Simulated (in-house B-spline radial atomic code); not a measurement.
Kr⁶⁺. Computed with a B-spline radial atomic code. Model: all-electron spherical atom, spin shells full or empty, radial basis limit, no spin-orbit coupling, Breit or QED, empty-state partial waves extrapolated as (l+1/2)^-4, RPA, G0W0 and static COHSEX of the highest shell as one setting changes (uncorrelated shells keep exact exchange).

Empty levels are discrete states of a finite basis, so the steps are uneven.

Given: element Kr; charge 6; filled core Ar; hamiltonian one-electron scalar X2C; mean-field start PBE0; highest l of empty states 9; nuclear rms radius 4.1884 fm; lowest nl shells left uncorrelated 0; highest mean-field shell 4s; box radius 9.29 bohr.

Shell: 3d 5 5, 4s 1 1 (electrons up and down).

```tsv
highest empty level kept (hartree)	RPA correlation energy (hartree)	G0W0 level (eV)	G0W0 minus most complete (meV)	COHSEX level (eV)	linearised minus solved G0W0 (meV)
16.33	-0.76104	-109.44	271.3	-111.29	13.2
32.67	-1.1134	-109.56	156.9	-111.56	13.6
57.17	?	?	?	?	?
98	-1.5903	-109.65	63.8	-111.84	14
163.33	-1.7908	-109.68	37.9	-111.92	14.1
294	-1.9521	-109.69	22	-111.97	14.2
490	-2.0565	-109.7	13.5	-112	14.2
980	?	?	?	?	?
1960	-2.214	-109.71	3.1	-112.03	14.3
4083.3	-2.2498	-109.71	1.2	-112.03	14.3
9800	-2.2675	-109.72	0.3	-112.03	14.3
32667	-2.2727	-109.72	0	-112.04	14.3
```

Problem. What follows for highest empty level kept = 980?

Solution. RPA correlation energy -2.1559 hartree; G0W0 level -109.71 eV; G0W0 minus most complete 5.9 meV; COHSEX level -112.02 eV; linearised minus solved G0W0 14.2 meV.

Problem. What follows for highest empty level kept = 57.17?

Solution. RPA correlation energy -1.3759 hartree; G0W0 level -109.61 eV; G0W0 minus most complete 101.4 meV; COHSEX level -111.72 eV; linearised minus solved G0W0 13.8 meV.
